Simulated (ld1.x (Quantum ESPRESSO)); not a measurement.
## An all-electron radial function and its pseudo partner (P)

Columns: radius, all-electron u(r) and pseudo u(r) of the 3p shell (level -9.68 eV) of phosphorus in the configuration [Ne] 3s2 3p2.5; PBE, non-relativistic, TM scheme, ld1.x (Quantum ESPRESSO) 7.5.

```json
{"r (bohr)": "0.100", "all-electron": "0.1372", "pseudo": "-0.0057"}
{"r (bohr)": "0.200", "all-electron": "0.2759", "pseudo": "-0.0226"}
{"r (bohr)": "0.300", "all-electron": "0.3121", "pseudo": "-0.0503"}
{"r (bohr)": "0.400", "all-electron": "0.2649", "pseudo": "-0.0878"}
{"r (bohr)": "0.500", "all-electron": "0.1686", "pseudo": "-0.1341"}
{"r (bohr)": "0.600", "all-electron": "0.0497", "pseudo": "-0.1879"}
{"r (bohr)": "0.700", "all-electron": "-0.0746", "pseudo": "-0.2473"}
{"r (bohr)": "0.800", "all-electron": "-0.1938", "pseudo": "-0.3104"}
{"r (bohr)": "0.900", "all-electron": "-0.3023", "pseudo": "-0.3750"}
{"r (bohr)": "1.000", "all-electron": "-0.3974", "pseudo": "-0.4388"}
{"r (bohr)": "1.100", "all-electron": "-0.4784", "pseudo": "-0.4994"}
{"r (bohr)": "1.200", "all-electron": "-0.5459", "pseudo": "-0.5547"}
{"r (bohr)": "1.300", "all-electron": "-0.6001", "pseudo": "-0.6025"}
{"r (bohr)": "1.400", "all-electron": "-0.6418", "pseudo": "-0.6416"}
{"r (bohr)": "1.500", "all-electron": "-0.6720", "pseudo": "-0.6712"}
{"r (bohr)": "1.600", "all-electron": "-0.6918", "pseudo": "-0.6913"}
{"r (bohr)": "1.700", "all-electron": "-0.7027", "pseudo": "-0.7026"}
{"r (bohr)": "1.800", "all-electron": "-0.7059", "pseudo": "-0.7058"}
{"r (bohr)": "1.900", "all-electron": "-0.7026", "pseudo": "-0.7025"}
{"r (bohr)": "2.000", "all-electron": "-0.6937", "pseudo": "-0.6937"}
{"r (bohr)": "2.100", "all-electron": "-0.6805", "pseudo": "-0.6805"}
{"r (bohr)": "2.200", "all-electron": "-0.6637", "pseudo": "-0.6637"}
{"r (bohr)": "2.300", "all-electron": "-0.6442", "pseudo": "-0.6442"}
{"r (bohr)": "2.400", "all-electron": "-0.6225", "pseudo": "-0.6225"}
{"r (bohr)": "2.500", "all-electron": "-0.5993", "pseudo": "-0.5993"}
{"r (bohr)": "2.600", "all-electron": "-0.5751", "pseudo": "-0.5751"}
```

Task: How many radial nodes do the two functions have?

Result: The all-electron 3p function has n − l − 1 = 1; the pseudo-wave has 0, since the states of the same l below it are removed with the core.

Task: At about which radius was the pseudo-wave matched?

Result: 2.00 bohr. The columns agree to 0.0005 from 1.60 bohr on; several derivatives are matched, so the curves merge somewhat inside the radius.

Task: Where does each function peak?

Result: Outermost all-electron maximum near 1.80 bohr, pseudo maximum near 1.80 bohr (to the table’s step).

Task: Is the pseudo-wave norm-conserving?

Result: Yes: the TM scheme keeps the norm inside the radius equal to the all-electron one, which fixes the energy derivative of the logarithmic derivative at the level.
